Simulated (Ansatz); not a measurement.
A made-up structure of Al₂BH₅O, closed shell:

B1  (-0.738, 2.230, 0.455)
Al2  (0.560, 0.585, 0.796)
O3  (0.333, -0.825, -0.107)
Al4  (0.174, -2.256, -0.974)
H5  (-1.764, 2.385, 1.058)
H6  (1.102, -3.447, -0.798)
H7  (1.747, 0.587, 1.857)
H8  (-0.782, -3.382, -0.406)
H9  (0.977, -2.412, -2.329)
(Å)

It is relaxed with PBE-D4/def2-SVP and then PBE0-D4/def2-TZVP (Ansatz 0.2.0). Atoms count as bonded within 1.22 times the sum of their covalent radii (H–H: 0.88 Å). The end point is not checked to be a true minimum.

Task: Does its bonding change? (A judgement: the text doesn't fix the answer.)

Result: By the calculation: Yes. Formed: B1–O3; broken: none.

Where it ends: The first stage lowers the energy by 4.31 eV in 23 steps. It ends as Al₂BH₅O ([AlH3][O]1[BH][AlH]1):
```json
{"atom": "B1", "x (Å)": "-0.6260", "y (Å)": "0.7667", "z (Å)": "0.2624"}
{"atom": "Al2", "x (Å)": "1.0396", "y (Å)": "0.6634", "z (Å)": "1.3537"}
{"atom": "O3", "x (Å)": "0.1396", "y (Å)": "-0.3528", "z (Å)": "0.1325"}
{"atom": "Al4", "x (Å)": "0.0768", "y (Å)": "-2.0548", "z (Å)": "-0.8927"}
{"atom": "H5", "x (Å)": "-1.6473", "y (Å)": "1.0320", "z (Å)": "-0.2851"}
{"atom": "H6", "x (Å)": "1.3859", "y (Å)": "-2.7170", "z (Å)": "-0.2434"}
{"atom": "H7", "x (Å)": "2.3863", "y (Å)": "0.2364", "z (Å)": "2.0349"}
{"atom": "H8", "x (Å)": "-1.3461", "y (Å)": "-2.6164", "z (Å)": "-0.4238"}
{"atom": "H9", "x (Å)": "0.1991", "y (Å)": "-1.4916", "z (Å)": "-2.3853"}
```

Labels in which every atom is bracketed show which atoms are joined, not bond orders.

For scale, one of the runs: PBE0-D4/def2-TZVP relaxation, 166 basis functions, launched by `ansatz run in.yaml --threads 2 --pin off --events-out ev --progress --plain --max-ram 4352MiB`. The run took about 26 s on 2 CPU threads of an Arm Neoverse V2 (shared host).
